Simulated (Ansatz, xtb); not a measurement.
Two isomers of C6H9FO

We compare I, `C[C@@H]1CC[C@H](F)C1=O`, a singlet, with II, `C[C@]1(F)CC=COC1`, a singlet. Both are isolated molecules in the gas phase, relaxed with r2SCAN-D4/def2-SVP; the shapes shown needn't be the lowest conformers.

I (Å):

```xyz
17

C     0.7104   -1.5043   -1.3106
C     0.5702   -1.1830    0.1687
C    -0.7181   -0.4913    0.6383
C    -0.3180    0.1655    1.9707
C     1.0595    0.7293    1.6902
C     1.6836   -0.2751    0.6921
F     0.9295    1.9172    0.9677
O     2.8400   -0.2890    0.3536
H     0.5657   -0.5968   -1.9186
H    -0.0282   -2.2544   -1.6316
H     1.7190   -1.8913   -1.5193
H     0.6906   -2.1192    0.7557
H    -1.5715   -1.1795    0.7333
H    -0.9982    0.2923   -0.0869
H    -0.2390   -0.5964    2.7668
H    -1.0140    0.9448    2.3168
H     1.6998    0.9256    2.5653
```

II (Å):

```tsv
atom	x (Å)	y (Å)	z (Å)
C	1.0826	0.4729	0.9497
C	0.5833	-0.9546	0.8601
C	1.6889	-1.9966	1.0079
C	1.1962	-3.3518	0.5917
C	0.0319	-3.5088	-0.0592
C	-0.1980	-1.2049	-0.4251
F	-0.3240	-1.1549	1.9106
O	-0.7734	-2.5005	-0.4735
H	1.7537	0.7134	0.1111
H	0.2345	1.1741	0.9378
H	1.6361	0.6161	1.8900
H	2.0031	-1.9997	2.0666
H	2.5751	-1.6824	0.4242
H	1.7615	-4.2450	0.8689
H	-0.3944	-4.4844	-0.3094
H	-1.0337	-0.4943	-0.5050
H	0.4776	-1.0654	-1.2920
```

**Question.** Which of the two would you expect CCSD(T)/def2-SVP + ΔMP2/def2-TZVPP electronic energies to favour?

**Answer.** Structure I; the calculation gives E(II) − E(I) = +0.452 eV.

Level by level:

```csv
level,geometry,E(II) − E(I) (eV),departure from the last row (eV),"job, with rough time for the two"
GFN2-xTB,GFN2-xTB,+0.254,−0.198,"optimisation, 0.13 s"
HF/STO-3G,GFN2-xTB,+0.580,+0.128,"single point, 0.48 s"
r2SCAN-D4/def2-SVP//GFN2-xTB,GFN2-xTB,+0.423,−0.028,"single point, 4.2 s"
r2SCAN-D4/def2-SVP,r2SCAN-D4/def2-SVP,+0.439,−0.013,"optimisation, 50 s"
HF/def2-SVP,r2SCAN-D4/def2-SVP,+0.507,+0.055,part of the CCSD(T) run
MP2/def2-SVP,r2SCAN-D4/def2-SVP,+0.607,+0.156,part of the CCSD(T) run
CCSD(T)/def2-SVP,r2SCAN-D4/def2-SVP,+0.543,+0.091,single point
CCSD(T)/def2-SVP + ΔMP2/def2-TZVPP,r2SCAN-D4/def2-SVP,+0.452,,"single point, 2.3 min"
```

As drawn, II has 1 C=C, 2 C–O in place of 2 C–C, 1 C=O. Structure I has a 5-membered ring, II a 6-membered ring.

None of the levels shown reverses the order. The largest departure from CCSD(T)/def2-SVP + ΔMP2/def2-TZVPP is that of GFN2-xTB, 0.198 eV. The last row adds to CCSD(T) the change of the MP2 difference between the two basis sets, here −0.091 eV.

With thermal terms from frequencies at re-optimised GFN2-xTB minima (ideal gas, soft modes damped towards free rotors, one conformer each, 298.15 K, 1 atm): the zero-point term adds −0.023 eV; ΔH is +0.424 and ΔG +0.446 eV.

The correlated steps freeze 8 core orbitals. Run with Ansatz 0.2.0, xtb 6.7.1; the last row on 4 threads of Arm Neoverse V1 on a shared host.
